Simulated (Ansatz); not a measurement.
Job for Ansatz (a program for electronic structure): U-B3LYP/def2-TZVPP on HOZr (SMILES [OH][Zr]), 2S+1 = 4, a spin state set in the input, which need not be the lowest. Elements past Kr take the def2 small-core potentials; no spin–orbit coupling.

Ansatz 0.2 input:
```yaml
crystal:
  periodic: [false, false, false]
  atoms:
    - {symbol: Zr, position_ang: [-1.03030164, -0.80936268, -0.90367892]}
    - {symbol: O, position_ang: [0.28066389, 0.06055111, 0.20209287]}
    - {symbol: H, position_ang: [0.71646903, 0.79618318, 0.63126642]}
basis:
  gaussian:
    orbitals: def2-TZVPP
hamiltonian:
  xc: {name: B3LYP}
magnetization: {spin_polarized: true, initial_magnetization: 3}
```

### Question
What total energy does the run end on?

### Answer
-122.8690 hartree.

### Question
How many basis functions does it have, and what does it roughly cost on one machine?

### Answer
101 functions; very roughly 30 core-seconds.
